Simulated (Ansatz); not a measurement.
A nudged elastic band was laid between two geometries of C$_{3}$H$_{9}$NOSi (15 atoms, charge 0, multiplicity 1).

All numbers below come from Ansatz, RKS BHLYP-D4/def2-SVP.

```yaml
movable_images: 4
climbing_image: no
spring: 5.0 eV/Å²
optimiser: quadratic models (default)
start_path: through a guess of the saddle point
force_threshold: 0.03 eV/Å
iteration_limit: 60
end_points: relaxed
```

First end point:

```xyz
15
Properties=species:S:1:pos:R:3
N 1.709 -1.122 -0.806
C 0.946 -0.743 0.365
C -0.544 -0.708 0.160
O -1.111 -1.920 -0.029
C -1.293 0.395 0.077
Si -0.694 2.146 0.208
H 1.564 -0.449 -1.546
H 1.405 -2.014 -1.168
H 1.171 -1.450 1.174
H 1.299 0.229 0.715
H -0.527 -2.615 0.268
H -2.354 0.230 -0.100
H -0.427 2.563 1.610
H -1.731 3.049 -0.347
H 0.566 2.357 -0.552
```

Last end point:

```xyz
15
Properties=species:S:1:pos:R:3
N 1.400 -1.746 -0.706
C 0.906 -0.654 0.113
C -0.603 -0.610 0.031
O -1.139 -1.817 -0.147
C -1.356 0.489 0.163
Si -0.789 2.229 0.420
H 1.475 -1.479 -1.678
H 2.305 -2.070 -0.404
H 1.173 -0.870 1.153
H 1.331 0.325 -0.128
H -0.404 -2.402 -0.380
H -2.430 0.315 0.131
H -0.603 2.585 1.852
H -1.798 3.162 -0.137
H 0.511 2.493 -0.253
```

(1) What changes between the two ends?

(2) Give the energies along the band, and the barrier.

(3) What is the geometry of the highest image?

The band took 12 iterations and roughly 6 core-minutes.

Results:

(1) No bond is made or broken. The height of N1 over the plane of its neighbours goes from -0.38 to 0.35 Å.

(2) The forces met the threshold. The highest image is number 1 of 0 to 5, 0.005 eV above the first end and 0.308 eV above the last; the last end lies 0.303 eV below the first. The top lies less than 8 meV above the higher end, about what the thresholds resolve: that end is a shoulder or a very shallow well. No image climbed, so the highest image needn't sit at the top of the path.

| image | path coordinate (Å) | energy (eV) | height of N1 over the plane of its neighbours (Å) |
| --- | --- | --- | --- |
| 0 | 0.00 | 0.000 | -0.38 |
| 1 | 0.61 | 0.005 | -0.37 |
| 2 | 1.22 | 0.004 | -0.33 |
| 3 | 1.83 | -0.094 | 0.20 |
| 4 | 2.45 | -0.292 | 0.35 |
| 5 | 3.06 | -0.303 | 0.35 |

(3) 
```xyz
15
Properties=species:S:1:pos:R:3
N 1.736 -1.216 -0.745
C 0.941 -0.703 0.349
C -0.544 -0.678 0.104
O -1.104 -1.889 -0.105
C -1.299 0.422 0.039
Si -0.722 2.173 0.244
H 1.567 -0.686 -1.589
H 1.521 -2.180 -0.955
H 1.138 -1.316 1.239
H 1.289 0.301 0.597
H -0.490 -2.587 0.111
H -2.357 0.253 -0.152
H -0.305 2.484 1.637
H -1.834 3.084 -0.116
H 0.440 2.487 -0.628
```

Time of the run: 2.9 min on 2 threads of Intel(R) Xeon(R) Platinum 8488C (Sapphire Rapids), with other jobs on the host, peak memory 0.38 GiB.
